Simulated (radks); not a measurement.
Results of a calculation; reference values are marked as such.
Polarisability of the beryllium ion Be+, [He] 2s1, at imaginary frequency. Code: a radial shooting solver on a logarithmic mesh with Libxc functionals. Model: non-relativistic Kohn-Sham, LDA (Slater exchange, Perdew-Wang correlation), spin-polarised, spherical densities, point nucleus; open shells are filled with parallel spins first. Response by self-consistent Sternheimer equations with the Hartree and adiabatic LDA kernel.

w (hartree),alpha1(iw) (bohr^3),alpha2(iw) (bohr^5)
0.00266,21.22,59.61
0.0143,21.05,59.55
0.0360,20.19,59.21
0.0697,17.82,58.14
0.118,13.78,55.57
0.186,9.233,50.52
0.280,5.572,42.36
0.413,3.179,31.71
0.605,1.759,20.77
0.892,0.9442,11.85
1.35,0.4877,5.914
2.12,0.2398,2.561
3.59,0.1093,0.9295
6.94,0.04076,0.2570
17.5,0.008490,0.04161

Static values: alpha1 = 21.22 bohr^3 (3.145 angstrom^3; uncoupled 25.05), alpha2 = 59.61 bohr^5, alpha3 = 507.3 bohr^7. C6 = 55.70, C8 = 1155, triple-dipole C9 = 870.3 atomic units. One-pole (London) frequency 4 C6 / (3 alpha1^2) = 0.165 hartree, against 0.525 for minus the highest occupied eigenvalue. The dipole shielding factor is 0.750, as the force sum rule N/Z = 0.750 demands.
